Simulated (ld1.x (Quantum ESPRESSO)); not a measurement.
# fluorine: PAW pseudisation with PBEsol, non-relativistic reference atom.

ld1.x (Quantum ESPRESSO) 7.5 input, shortened:

```
&input
   title='F', zed=9., rel=0, dft='PBESOL', iswitch=3,
   config='[He] 2s2 2p5'
 /
 &inputp
   pseudotype=3, lpaw=.true., tm=.true., lloc=-1, rcloc=1.15,
   nlcc=.true., new_core_ps=.true., rcore=0.55,
   which_augfun='PSQ', rmatch_augfun_nc=.true.
 /
4
2S  1  0   2.00   0.00  0.65  0.80  0.0
2S  1  0   0.00  -0.70  0.65  0.80  0.0
2P  2  1   5.00   0.00  1.00  1.15  0.0
2P  2  1   0.00   4.00  1.00  1.15  0.0
 &test
   configts(1)='2s2 2p5'
 /
```

All-electron outer shells of the reference configuration (PBEsol, non-relativistic, ld1.x):

```csv
shell,level (eV),outermost node (bohr),outermost maximum (bohr)
2s,-29.64,0.24,0.77
2p,-11.06,–,0.71
```

What the tests gave:

| Item | Value |
| --- | --- |
| Cutoffs needed | 55 Ry and 100 Ry (the cutoffs (Ry, on a coarse ladder) from which the occupation-weighted sum of valence levels, in a spherical-Bessel basis at the reference potential, stays within 10 and 1 mRy of its value at 400 Ry) |
| Ghost test | no extra level below or beside the all-electron valence levels (s, p, d, f tested) (spherical-Bessel basis up to 400 Ry, 20 bohr box) |
| Largest excitation error | -8.9 meV (all-electron minus pseudo) for 2s2 2p2, out of 7 test configurations |
| Lowest eigenvalue of the overlap operator | 0.37 (s channel) |
| Density cutoff estimated by the generator | 446 Ry |

Generation and tests took about 2 s on one core of a shared server CPU.
